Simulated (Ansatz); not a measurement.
`BOC[SiH2]C` + NH₃ → `C[SiH2]N` + `BOC` at 400 K and 1 bar (ligand exchange at the Si–C bond).

Program: Ansatz. Geometries: PBE0-D4/def2-TZVP. ΔE: electronic, gas phase. CCSD(T)/CBS is the MP2 limit (def2-TZVPP, def2-QZVPP) plus CCSD(T) − MP2 in def2-TZVPP, frozen cores. This one scheme is used for every species. Each species was taken in one conformer, which may not be the lowest.

```
     species  CCSD(T)/CBS energy (Eh)  H − E (kJ/mol)  S (J/(mol·K))
`BOC[SiH2]C`               -470.59670           319.7          401.2
         NH₃                -56.50880           104.2          203.1
  `C[SiH2]N`               -386.08232           236.0          334.0
       `BOC`               -141.04597           188.1          287.6
```

H − E and S are ideal-gas, rigid-rotor, harmonic terms from PBE0-D4/def2-TZVP, for one conformer and one mirror image of each species. 1 Eh = 2625.50 kJ/mol, R = 8.31446 J/(mol·K).

Task: By hand: ΔE, ΔH, ΔS and ΔG.

Result: ΔE = (-386.08232) + (-141.04597) − (-470.59670) − (-56.50880) = -0.02279 Eh = -59.8 kJ/mol. Δ(H − E) = 236.0 + 188.1 − 319.7 − 104.2 = 0.2, so ΔH = -59.6 kJ/mol. ΔS = 334.0 + 287.6 − 401.2 − 203.1 = 17.3 J/(mol·K). ΔG = -59.6 − 400 × (17.3)/1000 = -66.5 kJ/mol.

Task: By hand: the equilibrium constant, and the temperature at which ΔG would vanish if ΔH and ΔS stayed fixed.

Result: log₁₀ K = −ΔG/(RT ln 10) = 8.7. ΔH and −TΔS have one sign here, so there is no such temperature.

ΔH outweighs TΔS. A doubt of 5 kJ/mol in ΔE shifts log₁₀ K by 0.7 here. Other conformers and mirror images would add mixing entropy, several J/(mol·K) or more a flexible species. These are equilibria of isolated gas molecules and say nothing of rates. Largest T1 diagnostic: 0.014 (customary marks: 0.02 for closed shells, 0.045 for open ones).
